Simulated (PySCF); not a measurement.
# Electric field gradients and quadrupole coupling constants

C5H7FO2.
Structure used (GFN2-xTB), in Å, numbered top down from 1:
```
atom  x, y, z in Å
C1    -2.253   -0.941   -0.204
C2    -1.169    0.099   -0.119
C3    -1.428    1.365   -0.277
O4    -1.730    2.472   -0.505
O5     0.090   -0.413    0.225
C6     1.155    0.429    0.038
C7     2.441   -0.316    0.334
F8     1.046    1.512    0.904
H9    -2.305   -1.487    0.736
H10   -3.210   -0.470   -0.402
H11   -2.023   -1.647   -1.002
H12    1.151    0.885   -0.970
H13    3.281    0.370    0.271
H14    2.565   -1.118   -0.386
H15    2.386   -0.733    1.335
```

Field gradients from the PBE0/pcSseg-1 density (PySCF, non-relativistic), principal values in atomic units, ordered |Vxx| ≤ |Vyy| ≤ |Vzz|:

| atom | Vxx | Vyy | Vzz |
| --- | --- | --- | --- |
| O4 | 0.4000 | 1.0357 | -1.4357 |
| O5 | -0.1283 | -1.8309 | 1.9592 |

Task: Find the asymmetry η = (Vxx − Vyy)/Vzz and the couplings χ = eQV/h (234.96 MHz × Q in barn × V in au), with Q(17O) = −0.0256 b.

Result: 
| atom | environment | nucleus | η | χzz (MHz) | χxx (MHz) | χyy (MHz) |
| --- | --- | --- | --- | --- | --- | --- |
| O4 | oxygen bonded to C | 17O | 0.44 | 8.64 | -2.41 | -6.23 |
| O5 | ether oxygen | 17O | 0.87 | -11.78 | 0.77 | 11.01 |

Task: What is Vzz at O5 in SI units (1 au = 9.71736 × 10²¹ V/m²)?

Result: 1.9592 au = 19.038 × 10²¹ V/m².

Task: And the gradient at the other heavy atoms, for which no coupling is worked out here?

Result: 
```
atom                             environment  Vzz (au)     η
  C1                           methyl carbon     0.155  0.13
  C2  outer carbon of cumulated double bonds     0.406  0.79
  C3              central carbon of a ketene     0.613  0.49
  C6                          sp3 C–F carbon    -0.476  0.94
  C7                           methyl carbon     0.095  0.17
  F8                          alkyl fluorine     2.842  0.09
```

Were the hydrogens deuterons (Q(2H) = 0.00286 b), χzz would run from 175 kHz (H12) to 213 kHz (H14, H13 and H10).

Geometry: GFN2-xTB, one conformer, isolated molecule. GFN2-xTB bond lengths can be off by several hundredths of an ångström, more for odd bonds, and the gradients follow them. The small basis limits the accuracy of the gradients.
